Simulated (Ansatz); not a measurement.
`C#CO[CH2][AlH][CH3]` and `C#COC[SiH3]` differ in one atom or group.

Ansatz, PBE0-D4/def2-TZVP geometries, multiplicity 1. Each molecule was computed in one conformer, which needn't be the lowest.

| property | `C#CO[CH2][AlH][CH3]` |
| --- | --- |
| HOMO–LUMO gap (B3LYP/def2-TZVPP) / eV | 6.11 |
| HOMO energy (PBE/def2-TZVPP) / eV | -6.10 |
| HOMO–LUMO gap (ωB97M-V/def2-TZVPP) / eV | 10.57 |
| size of the dipole moment (B3LYP/def2-TZVPP) / D | 0.70 |
| HOMO–LUMO gap (PBE/def2-TZVPP) / eV | 4.30 |
| LUMO energy (PBE/def2-TZVPP) / eV | -1.80 |

(1) What does the change do to each property? (Best estimate.)

Answers

(1) Computed: 
| property | `C#COC[SiH3]` | shift |
| --- | --- | --- |
| HOMO–LUMO gap (B3LYP/def2-TZVPP) / eV | 6.88 | 0.77 |
| HOMO energy (PBE/def2-TZVPP) / eV | -5.73 | 0.37 |
| HOMO–LUMO gap (ωB97M-V/def2-TZVPP) / eV | 11.15 | 0.58 |
| size of the dipole moment (B3LYP/def2-TZVPP) / D | 1.75 | 1.05 |
| HOMO–LUMO gap (PBE/def2-TZVPP) / eV | 5.24 | 0.94 |
| LUMO energy (PBE/def2-TZVPP) / eV | -0.49 | 1.31 |

With PBE0 the HOMO rises by 0.36 eV and the LUMO rises by 1.19 eV, so the gap widens by about 0.83 eV. PBE moves the HOMO by 0.37 eV and ωB97M-V by 0.33 eV. Dipoles are sizes alone; their direction can turn.

B3LYP here is the variant with VWN-RPA as its local correlation; programs differ in this.
